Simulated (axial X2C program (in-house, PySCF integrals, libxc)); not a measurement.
**Low determinants of NaSb⁺ at the PBE0 level, two-component**

Calculated with an in-house relativistic program for diatomic molecules. Two-component (2c) means X2C with spin–orbit coupling and atomic mean-field two-electron Coulomb and Gaunt terms. Basis: Sb dyall-cv3z [11s12p8d4f1g], Na dyall-cv3z [9s8p5d2f] (cores contracted in-house); Gaussian nuclei, density fitting, unrestricted open shells. Masses: Sb 120.904 u, Na 22.990 u.

Search at 3.291 Å (vertical energies from the lowest determinant):

```json
{"ΔE (eV)": "0.00", "state": "Ω = 3/2", "electrons beyond evenly filled partner blocks": "ω = 3/2", "electrons in ±ω = 1/2, 3/2, 5/2, 7/2": "40 17 4 0"}
{"ΔE (eV)": "0.61", "state": "Ω = 1/2", "electrons beyond evenly filled partner blocks": "ω = 1/2", "electrons in ±ω = 1/2, 3/2, 5/2, 7/2": "41 16 4 0"}
{"ΔE (eV)": "0.65", "state": "Ω = 1/2", "electrons beyond evenly filled partner blocks": "2 × ω = -1/2, ω = 3/2", "electrons in ±ω = 1/2, 3/2, 5/2, 7/2": "40 17 4 0"}
{"ΔE (eV)": "1.22", "state": "Ω = 5/2", "electrons beyond evenly filled partner blocks": "2 × ω = 1/2, ω = 3/2", "electrons in ±ω = 1/2, 3/2, 5/2, 7/2": "40 17 4 0"}
{"ΔE (eV)": "1.57", "state": "Ω = 1/2", "electrons beyond evenly filled partner blocks": "ω = 1/2", "electrons in ±ω = 1/2, 3/2, 5/2, 7/2": "39 18 4 0"}
{"ΔE (eV)": "6.58", "state": "Ω = 7/2", "electrons beyond evenly filled partner blocks": "ω = 1/2, 2 × ω = 3/2", "electrons in ±ω = 1/2, 3/2, 5/2, 7/2": "39 18 4 0"}
{"ΔE (eV)": "6.67", "state": "Ω = 5/2", "electrons beyond evenly filled partner blocks": "ω = -1/2, 2 × ω = 3/2", "electrons in ±ω = 1/2, 3/2, 5/2, 7/2": "39 18 4 0"}
```

Lowest determinant, Ω = 3/2 (⟨Sz⟩ = 1.46, ⟨Lz⟩ = 0.04 at PBE0): Re = 3.276 Å, ωe = 111.1 cm⁻¹.

The determinant in row 2 of the search, Ω = 1/2 (⟨Sz⟩ = -0.07, ⟨Lz⟩ = 0.57 at PBE0), was followed along the bond at PBE0; measured from the minimum of the lowest determinant it gives:

Te = 0.609 eV (4911 cm⁻¹), Re = 3.215 Å, ωe = 136.5 cm⁻¹.

(1) Compare the bond of the determinant in row 2 with that of the lowest one.

The search compares states at one distance, so a state with another bond length can lie lower; it is not exhaustive and yields mostly the lowest determinant of each block pattern, so other components and higher states of one pattern are missing. A followed state lies above the atoms to which the lowest one dissociates. These are energies of single determinants, not of spin-adapted states; PBE0 term energies can be off by some tenths of an eV, and the functional has no current term. The lowest determinant need not be the ground state where others lie within half an eV.

## Answers

(1) At PBE0 its Re is 0.061 Å shorter and its force constant, which goes as ωe², is 1.51 times that of the lowest determinant. T0 ≈ Te + Δωe/2 = 4911 + (13) = 4924 cm⁻¹.
